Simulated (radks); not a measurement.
Values are calculated unless marked as measured or tabulated.
Problem. Species: Mn15+. Configuration: [Ne]. Code: a radial shooting solver on a logarithmic mesh with Libxc functionals. Model: scalar-relativistic Kohn-Sham, LDA (Slater exchange, VWN5 correlation), spin-polarised, spherical densities, finite nucleus; Fermi nuclear charge, rms radius 3.7057 fm. Some entries of the table are withheld. Estimate them.

orbital,occ.,eigenvalue (Ry),<r^2> (bohr^2),<r> (bohr)
1s,2,(1),0.004997,0.06097
2s,2,-88.16377,0.08918,(2)
2p,6,-80.25139,(3),0.2420
3s,0,(4),0.5498,0.6955
3p,0,-30.53673,0.5399,0.6846

Solution. 
(1) 1s eigenvalue (Ry): -507.3341
(2) 2s <r> (bohr): 0.2753
(3) 2p <r^2> (bohr^2): 0.07160
(4) 3s eigenvalue (Ry): -32.88344
